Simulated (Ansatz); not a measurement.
Reaction (redistribution): `[OH][Zr]([F])([SH])[Cl]` + `[OH][Ge][F]` → `[OH][Zr]([F])([F])[SH]` + `[OH][Ge][Cl]`

Isolated molecules relaxed with PBE0-D4/def2-TZVP in Ansatz; ΔE leaves out vibrations. CBS: MP2 limit from def2 TZ/QZ plus the TZ coupled-cluster correction, frozen cores. DFT in def2-TZVPP. def2 core potentials past Kr. For Ge, Zr outer-core shells are correlated without core-valence functions, which leaves a few kJ/mol of doubt a bond. Scalar relativity is left out up to krypton. One conformer a species, not always the lowest.

`[OH][Zr]([F])([SH])[Cl]`:

```xyz
7

O    -0.211   -1.378   -1.199
Zr   -0.006    0.237   -0.246
F    -1.432    1.447   -0.563
S    -0.006   -0.399    2.110
Cl    2.008    1.319   -0.798
H    -0.307   -2.122   -1.789
H    -0.046    0.896    2.485
```

`[OH][Ge][F]`:

Cartesian coordinates in Å:
```
O -0.442 0.973 -0.028
Ge -0.704 -0.659 0.605
F 0.771 -1.383 -0.045
H 0.374 1.069 -0.532
```

`[OH][Zr]([F])([F])[SH]`:

Z-matrix (Å, degrees):
```
Zr
F 1 1.901
F 1 1.900 2 107.3
O 1 1.897 2 111.5 3 122.3
S 1 2.457 2 109.6 3 -119.0
H 4 0.954 1 167.1 2 -59.2
H 5 1.346 1 90.8 2 -121.1
```

`[OH][Ge][Cl]`:

Z-matrix (Å, degrees):
```
O
Ge 1 1.772
H 1 0.963 2 115.0
Cl 2 2.212 1 98.5 3 -0.0
```

| level | ΔE (kcal/mol) |
| --- | --- |
| r2SCAN-D4 | -4.6 |
| PBE0-D4 | -4.9 |
| ωB97X-V | -4.3 |
| ωB97M-V | -4.3 |
| HF/def2-TZVPP | -3.3 |
| CCSD(T)/def2-TZVPP | -3.1 |
| HF/def2-QZVPP | -3.2 |
| MP2/CBS(def2) | -3.0 |

(1) What does CCSD(T)/CBS give? (Best estimate.)

Largest T1 diagnostic among the species: 0.017.

Results:

(1) Ansatz gave: -3.5 kcal/mol. The listed levels differ from it by -1.1, -1.4, -0.8, -0.8, 0.2, 0.4, 0.3, 0.5 kcal/mol.
